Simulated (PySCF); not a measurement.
Working out the ionisation energy of I+

I+ [Kr] 4d10 5s2 5p4 (3P) → I(2+) [Kr] 4d10 5s2 5p3 (4S). Calculation: PySCF 2.14, in aug-cc-pVDZ-PP with ECP28MDF (5s4p3d, 32 functions); scalar relativity through the core potential. Frozen: 4s2 4p6 4d10. Energies in hartree (1 hartree = 27.21139 eV):

```
             part   I+ (lower)  I(2+) (upper)
              UHF  -294.301268    -293.654396
MP2 opposite-spin    -0.046433      -0.035232
    MP2 same-spin    -0.015373      -0.012526
```

Problem. What does Hartree-Fock give?

Solution. (-293.654396) − (-294.301268) = 0.646872 hartree = 17.602 eV.

Problem. What do MP2 and SCS-MP2 (6/5 opposite-spin, 1/3 same-spin) give?

Solution. The opposite-spin parts differ by 0.305 eV and the same-spin parts by 0.077 eV. MP2: 17.602 + (0.305) + (0.077) = 17.984 eV. SCS-MP2: 17.602 + 1.2 × (0.305) + (0.077)/3 = 17.994 eV.

Measured between the centres of the two terms (NIST): 18.750 eV, so MP2 (valence) is off by -0.766 eV.

A double-zeta basis recovers only part of the correlation energy.

What remains against the reference includes basis incompleteness, the frozen core and correlation beyond second order.
